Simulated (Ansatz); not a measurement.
## Interaction energy ladder

The pair of H2O (SMILES O, atoms 1–3) and Br2 (SMILES BrBr, atoms 4–5), both closed shells, in one local arrangement (a lower one may exist), relaxed at PBE0-D4/def2-TZVP:

```
5
angstrom
O 0.1890 -0.2468 -1.4158
H 0.3788 0.6414 -1.7299
H -0.7139 -0.4297 -1.6895
Br 0.0199 0.1163 3.5634
Br 0.1262 -0.0812 1.2718
```

Ansatz 0.2.0; basis: def2-TZVPPD, with def2-QZVPPD for the basis limit; cores frozen in the correlated methods. Filled d shells of the heavier atoms are correlated. The def2 sets are not built for correlating such inner shells, so the correlated values are less sure here. B3LYP uses VWN-RPA correlation. Extrapolation: Hartree–Fock as exp(−7.88 √X), correlation as X^−2.97. Interaction energies count from these two fragments, frozen as in the pair, with the counterpoise correction; negative means bound.

(1) What is the interaction energy by CCSD(T) at an estimated basis limit (MP2 extrapolated from triple and quadruple zeta, plus CCSD(T) − MP2 in triple zeta)? (To be estimated.)

(2) Which atoms make the shortest contact between the fragments?

No T1 diagnostic of these runs exceeds 0.011.

Results:

(1) By the calculation: -3.33 kcal/mol. Hartree–Fock alone gives -0.19 kcal/mol at the basis limit. It counts from the two fragments frozen as in the pair.

The same quantity by other methods in triple zeta, and each one's difference from that estimate:
```json
{"method": "PBE-D4", "E_int (kcal/mol)": "-5.29", "difference": "-1.96"}
{"method": "revPBE-D4", "E_int (kcal/mol)": "-4.34", "difference": "-1.01"}
{"method": "BLYP-D4", "E_int (kcal/mol)": "-4.38", "difference": "-1.05"}
{"method": "r2SCAN-D4", "E_int (kcal/mol)": "-5.22", "difference": "-1.89"}
{"method": "B97M-V", "E_int (kcal/mol)": "-4.76", "difference": "-1.43"}
{"method": "PBE0-D4", "E_int (kcal/mol)": "-4.33", "difference": "-1.00"}
{"method": "B3LYP-D4", "E_int (kcal/mol)": "-3.97", "difference": "-0.64"}
{"method": "HSE06-D4", "E_int (kcal/mol)": "-4.37", "difference": "-1.04"}
{"method": "wB97X-V", "E_int (kcal/mol)": "-3.44", "difference": "-0.11"}
{"method": "wB97M-V", "E_int (kcal/mol)": "-3.57", "difference": "-0.24"}
{"method": "B2PLYP", "E_int (kcal/mol)": "-2.96", "difference": "0.37"}
{"method": "HF", "E_int (kcal/mol)": "-0.19", "difference": "3.14"}
{"method": "MP2", "E_int (kcal/mol)": "-3.00", "difference": "0.32"}
{"method": "CCSD", "E_int (kcal/mol)": "-1.98", "difference": "1.35"}
{"method": "CCSD(T)", "E_int (kcal/mol)": "-2.45", "difference": "0.88"}
```
Differences are method less estimate.

(2) O1 and Br5, 2.69 Å apart.

Basis-set superposition shift (counterpoise-corrected less uncorrected): CCSD(T) 1.10; MP2 1.08; HF 0.23; PBE0-D4 0.26; wB97M-V 0.21 kcal/mol.

For scale, one of the runs: CCSD(T)/def2-TZVPPD, 188 basis functions, launched by `ansatz run in.yaml --threads 4 --pin off --events-out ev --progress --plain --max-ram 9574MiB`. Time: 50 s of wall clock on 4 CPU threads of an Intel Xeon Platinum 8259CL; the host was shared. Peak host memory: 2.1 GiB.
